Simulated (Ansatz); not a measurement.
Geometry optimisation, UKS B3LYP-D4/def2-SVP in Ansatz 0.2.0.

The input (input.yaml):

```yaml
crystal:
  periodic: [false, false, false]
  atoms:
    - { symbol: F, position_ang: [-2.30565, 0.05016, -0.79029] }
    - { symbol: Ga, position_ang: [-0.75734, 0.9039, -0.92586] }
    - { symbol: Si, position_ang: [0.97778, 0.08933, 0.55455] }
    - { symbol: S, position_ang: [0.49775, -1.99423, 0.8344] }
    - { symbol: H, position_ang: [-0.93144, 1.99599, -2.07954] }
    - { symbol: H, position_ang: [0.98956, 0.74515, 1.87328] }
    - { symbol: H, position_ang: [2.32559, 0.08497, -0.01941] }
    - { symbol: H, position_ang: [-0.79625, -1.87527, 0.55286] }
magnetization:
  spin_polarized: true
basis:
  gaussian: { orbitals: def2-SVP }
hamiltonian:
  xc: b3lyp
  dispersion: d4
relax:
  f_tol: 0.02
  max_steps: 50
```

Run as:

```bash
$ ansatz run input.yaml --threads 2 --pin off --max-ram 3072MiB --backend cpu --events-out ev --progress --plain --runs-dir out
```

Problem. Where does it end, and by what steps?

Solution. The run converged. After 6 steps the energy has fallen by 0.095 eV; F1 moved furthest, 0.21 Å.

```csv
step,energy less start (eV),largest force component (eV/Å),accepted
0,0.0000,0.664,yes
1,-0.0741,0.324,yes
2,-0.0911,0.119,yes
3,-0.0935,0.039,yes
4,-0.0941,0.025,yes
5,-0.0944,0.026,yes
6,-0.0945,0.016,yes
```

```xyz
8
Properties=species:S:1:pos:R:3
F -2.170 -0.067 -0.674
Ga -0.718 0.923 -0.957
Si 0.965 0.060 0.543
S 0.444 -2.037 0.719
H -0.938 2.003 -2.074
H 0.949 0.792 1.847
H 2.353 0.127 0.005
H -0.885 -1.802 0.591
```

Run time: 30 s on 2 threads of Arm Neoverse V2 (shared host), peak memory 0.34 GiB.
